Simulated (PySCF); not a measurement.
## Dipole response of Hg (mercury, neutral)

[Xe] 4f14 5d9 6s2 6p1, one real determinant (an excited configuration). Calculation: PySCF 2.14, in aug-cc-pVTZ-PP with one added diffuse shell each of s, p, d, f, g type with ECP60MDF (7s7p6d4f3g, 113 functions); scalar relativity through the core potential. Coupled (time-dependent) response in atomic units; α is the mean over directions.

| method | mean α (bohr³) | α xx, yy, zz | C₆ (like pair) | S(−4) |
| --- | --- | --- | --- | --- |
| PBE0 | 72.95 | 54.06, 54.06, 110.7 | 788.8 | 3611 |

S(−4) is the Cauchy moment in α(ω) = α(0) + S(−4) ω² + …

Spin-orbit coupling is absent.

α(iu) at PBE0:

```
u (hartree)  α(iu) (bohr³)
          0          72.95
     0.0500          65.44
      0.100          52.43
      0.200          33.92
      0.300          23.87
      0.500          14.20
      0.750          9.069
       1.00          6.521
       1.50          4.000
       2.00          2.753
       3.00          1.543
       5.00         0.6773
```

The components differ because the open shell of this determinant is not spherical; for a pure term their mean is the scalar polarisability.

⟨L²⟩ = 8.00 against 12 for a pure F term, so this real determinant mixes terms. Energies and moments cover only the electrons outside the core potential. Spin-orbit coupling, absent here, splits the open shell strongly.
